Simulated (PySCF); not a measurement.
PySCF job for C3H9ClOSi, SMILES [SiH2](Cl)C(C)(C)O, C-PCM-B3LYP/def2-SVP. The structure is a stationary point at PBE-D3(BJ)/def2-SVP. One conformer was computed; it need not be the lowest.

```python
import numpy as np
from pyscf import gto, scf, dft
from pyscf.solvent import pcm

mol = gto.M(
    atom='''
    C    -0.32646701    1.98339679    1.31628851
    C    -0.54842981    0.66590663    0.57390753
    C    -1.31552562   -0.34763200    1.43124231
    O    -1.28700759    0.99285981   -0.61575731
    Si    1.13540936   -0.04106122   -0.02628102
    Cl    0.61273542   -1.57896813   -1.36544713
    H    -1.30970477    2.42085153    1.59161942
    H     0.19999241    2.71877429    0.67579876
    H     0.25815963    1.83228238    2.24589718
    H    -0.78471670   -0.56925079    2.37979717
    H    -1.45401424   -1.30588477    0.88878247
    H    -2.31923998    0.06028629    1.67420845
    H    -1.36737779    0.16515391   -1.13245262
    H     1.99553073   -0.64744740    1.04910717
    H     1.90773257    0.98964293   -0.79479435
    ''',
    basis='def2-SVP',
    charge=0,
    spin=0,
    max_memory=1600,
    verbose=3,
)
mf = dft.RKS(mol, xc='b3lyp').density_fit(auxbasis='def2-universal-jkfit')
mf.grids.level = 3
mf.conv_tol = 1e-9
mf.max_cycle = 100
mf.kernel()
res = {}
for name, eps in {'water': 78.355, 'N,N-dimethylformamide': 37.219, 'cyclohexanone': 15.619}.items():
    s = mf.PCM()
    s.with_solvent.method, s.with_solvent.eps, s.with_solvent.lebedev_order = 'C-PCM', eps, 17
    s.kernel(mf.make_rdm1())
    res[name] = (s.e_tot, eps, s.dip_moment(), s.mo_energy, s.converged)
    print(f'{name}: electrostatic solvation free energy {(s.e_tot - mf.e_tot) * 627.509474:.3f} kcal/mol')
```

Log of the run:

```
converged SCF energy = -944.351088607185

WARN: PCM is an experimental feature. It is still in testing.
Features and APIs may be changed in the future.

converged SCF energy = -944.357098450676
Dipole moment(X, Y, Z, Debye):  0.46174,  0.02715,  2.05740
water: electrostatic solvation free energy -3.771 kcal/mol

WARN: PCM is an experimental feature. It is still in testing.
Features and APIs may be changed in the future.

converged SCF energy = -944.35700253247
Dipole moment(X, Y, Z, Debye):  0.45825,  0.02824,  2.04833
N,N-dimethylformamide: electrostatic solvation free energy -3.711 kcal/mol

WARN: PCM is an experimental feature. It is still in testing.
Features and APIs may be changed in the future.

converged SCF energy = -944.356751543354
Dipole moment(X, Y, Z, Debye):  0.44925,  0.03101,  2.02485
cyclohexanone: electrostatic solvation free energy -3.554 kcal/mol
```

The calculation finished and met its thresholds.

Cost: very roughly 3 core-minutes.
